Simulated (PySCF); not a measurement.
Mean harmonic wavenumber (cm⁻¹) of eight silicon and germanium compounds: PBE-D3(BJ) beside B3LYP-D3(BJ), computed with PySCF for isolated molecules in the bases named; differences from unrounded values. The eight are the first of their class met in an unordered collection, after screening for sound electronic states; none was chosen by its value. Each level has its own optimised geometry.

| molecule | basis | B3LYP-D3(BJ) |
|---|---|---|
| C3H7FSi, SMILES F[C@H]1C[C@@H]1[SiH3] | def2-SVP | 1293 |
| CH7NOSi, SMILES O(C)[SiH2]N | def2-SVP | 1384 |
| Cl₂H₄N₂Si, SMILES N[Si](N)(Cl)Cl | def2-SVP | 1176 |
| Si(CF3)(H)2(Me) (C2H5F3Si), SMILES C[SiH2]C(F)(F)F | def2-SVP | 1104 |
| C3H7ClSi, SMILES C(/C[SiH3])=C/Cl | def2-SVP | 1261 |
| BH6NO2Si, SMILES N[SiH2]B(O)O | def2-SVP | 1271 |
| C₂H₈ClNSi, SMILES CC[SiH](N)Cl | def2-SVP | 1357 |
| B(H)(Me)(OSiH3) (CH7BOSi), SMILES O([SiH3])BC | def2-SVP | 1281 |

Task: Estimate the PBE-D3(BJ) values and say how PBE-D3(BJ) differs from B3LYP-D3(BJ) over the set. (The exact figures need the calculation; the answer reports its results.)

Result: 
| molecule | PBE-D3(BJ) | difference |
|---|---|---|
| C3H7FSi, SMILES F[C@H]1C[C@@H]1[SiH3] | 1255 | -37 |
| CH7NOSi, SMILES O(C)[SiH2]N | 1346 | -38 |
| Cl₂H₄N₂Si, SMILES N[Si](N)(Cl)Cl | 1150 | -26 |
| Si(CF3)(H)2(Me) (C2H5F3Si), SMILES C[SiH2]C(F)(F)F | 1072 | -32 |
| C3H7ClSi, SMILES C(/C[SiH3])=C/Cl | 1225 | -36 |
| BH6NO2Si, SMILES N[SiH2]B(O)O | 1237 | -35 |
| C₂H₈ClNSi, SMILES CC[SiH](N)Cl | 1323 | -34 |
| B(H)(Me)(OSiH3) (CH7BOSi), SMILES O([SiH3])BC | 1246 | -35 |
PBE-D3(BJ) lies below B3LYP-D3(BJ) in 8 and above it in 0 of the eight; the mean signed difference is -34 and the largest -38 cm⁻¹.
